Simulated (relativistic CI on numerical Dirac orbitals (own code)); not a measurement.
## Charge states of zirconium

Method of calculation: Dirac-Coulomb-Breit CI, orbitals from a KLI potential per configuration, model QED, valence Slater integrals scaled by 0.9 (own radial code, finite nucleus).

Each species is treated in one configuration, given outside its closed core. Radial values are for the open shell of highest l, unscaled and averaged over j; ζ includes the Breit term. Labels give the leading LS character, summed over repeated terms.

```tsv
Ion	Configuration	Its lowest level	LS weight (%)	⟨r⟩ (bohr)	⟨r²⟩ (bohr²)	g_J	g√(J(J+1))	ζ (cm⁻¹)
Zr²⁴⁺	3s2 3p4	3P_2	80	0.3947	0.1796	1.396	3.42	101500
Zr²⁵⁺	3s2 3p3	?	?	?	?	?	?	?
Zr²⁶⁺	3s2 3p2	3P_0	82	0.3868	0.1724		0.00	106500
Zr²⁷⁺	3s2 3p	2P°_1/2	100	0.383	0.169	0.662	0.57	109100
Zr²⁸⁺	3s2	1S_0	100				0.00	
Zr²⁹⁺	3s	2S_1/2	100	0.3881	0.1712	1.998	1.73	
Zr³⁰⁺	2s2 2p6	1S_0	100				0.00	
Zr³¹⁺	2s2 2p5	2P°_3/2	100	0.1366	0.02264	1.325	2.57	474700
Zr³²⁺	2s2 2p4	3P_2	75	0.135	0.0221	1.366	3.35	487300
Zr³³⁺	2s2 2p3	J = 3/2 (mixed)	40	0.1336	0.02159	1.456	2.82	500200
Zr³⁴⁺	2s2 2p2	3P_0	76	0.1321	0.02111		0.00	513300
Zr³⁵⁺	2s2 2p	2P°_1/2	100	0.1307	0.02065	0.653	0.57	526700
Zr³⁶⁺	2s2	1S_0	100				0.00	
Zr³⁷⁺	2s	2S_1/2	100	0.1501	0.02641	1.989	1.72	
Zr³⁸⁺	1s2	1S_0	100				0.00
```

Question: Fill in the row of Zr²⁵⁺.

Answer: Its lowest level 4S°_3/2; LS weight (%) 53; ⟨r⟩ (bohr) 0.3907; ⟨r²⟩ (bohr²) 0.1759; g_J 1.596; g√(J(J+1)) 3.09; ζ (cm⁻¹) 104000.
